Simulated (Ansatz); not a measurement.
`[SiH3]C[SiH2][SbH2]` → C• + 9 H• + Sb• + 2 Si•  (atomization)

Gas-phase electronic energies from Ansatz, PBE0-D4/def2-TZVP geometries. CBS: MP2 limit from def2 TZ/QZ plus the TZ coupled-cluster correction, frozen cores. This one scheme is used for every species, atoms too. For atomizations the MP2-based limit and the directly extrapolated one differ by several kJ/mol either way, and by 10 to 25 for some Ge, Se and Sn compounds, so smaller differences from it don't rank the levels. Functionals use def2-TZVPP. B3LYP here is the variant with VWN-RPA as its local correlation; programs differ in this. Open shells (•) are unrestricted, without spin–orbit coupling. Spin–orbit coupling would lower the free atoms: a little for C, Si. def2 core potentials past Kr. For Sb outer-core shells are correlated without core-valence functions, so the limit isn't a true one: a few kJ/mol of doubt a bond, and 10 to 20 or more in all where bonds break to atoms. Each species was taken in one conformer, which may not be the lowest.

| level | ΔE (kJ/mol) | difference from CCSD(T)/CBS |
| --- | --- | --- |
| revPBE-D4 | 3823.0 | -86.1 |
| BLYP-D4 | 3870.6 | -38.5 |
| r2SCAN0-D4 | 3863.8 | -45.3 |
| BLYP | 3795.8 | -113.3 |
| r2SCAN | 3880.8 | -28.3 |
| B3LYP | 3852.5 | -56.6 |
| r2SCANh | 3869.1 | -40.0 |
| MP2/def2-TZVPP | 3756.8 | -152.3 |
| CCSD/def2-TZVPP | 3763.1 | -146.0 |
| HF/def2-QZVPP | 2894.9 | -1014.2 |
| CCSD(T)/CBS | 3909.1 | 0 |

Largest T1 diagnostic among the species: 0.013.

From BLYP to BHLYP (50 % exact exchange), in def2-TZVPP and without D4, ΔE moves by +15.2 kJ/mol. The D4 term adds +57.2 kJ/mol with B3LYP and +30.4 kJ/mol with PBE0; it sums over pairs of atoms, weighted by their polarisabilities, and B3LYP, whose exchange is more repulsive, gets the larger term.
